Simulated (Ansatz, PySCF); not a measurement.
Reaction (SMILES): OCC(F)(F)F [2,2,2-trifluoroethanol] + 5 [H][H] (H2) -> 2 C (CH4) + 3 F (HF) + O (H2O)
Each molecule is optimised on its own at B3LYP-D3(BJ)/def2-TZVP (Ansatz, a quantum-chemistry and plane-wave program), one conformer each, not searched for the lowest.

Quantity: energy of full hydrogenation (enthalpy at 298 K, with B3LYP-D3(BJ) rigid-rotor harmonic-oscillator terms from PySCF), in kcal/mol. Valence correlation only, unless marked. No spin-orbit coupling. No relativistic terms. Basis-set limits of correlation are two-point, X^-3; Hartree-Fock from the larger set. The bracket is a focal-point correction in the basis named.

From measured enthalpies of formation at 298 K: -76.6 kcal/mol (OCC(F)(F)F -212.3, CRC Handbook; [H][H] (H2) 0.0, ATcT 1.112; C (CH4) -17.8, ATcT 1.112; F (HF) -65.2, ATcT 1.112; O (H2O) -57.8, ATcT 1.112). It holds spin-orbit effects, and any other conformers, which the calculations lack, and core correlation, which the frozen-core levels lack. This is an older compilation, not checked against later work.

```tsv
level	program	energy of full hydrogenation (kcal/mol)	error against measurement
HF/6-31G*	Ansatz	-53.8	22.8
B97M-V/def2-TZVPD	Ansatz	-71.4	5.2
CAM-B3LYP/def2-TZVPD	Ansatz	-71.7	4.9
wB97X-V/def2-TZVPD	Ansatz	-67.1	9.5
RPA@PBE/cc-pVQZ	Ansatz	-71.6	5.0
CCSD(T)/6-31G*	Ansatz	-29.0	47.6
RI-MP2/CBS(cc-pVTZ,cc-pVQZ)+[CCSD(T)-MP2]/cc-pVTZ	Ansatz	-77.1	-0.5
```

Nearest to the measured value here: RI-MP2/CBS(cc-pVTZ,cc-pVQZ)+[CCSD(T)-MP2]/cc-pVTZ; farthest: CCSD(T)/6-31G*.
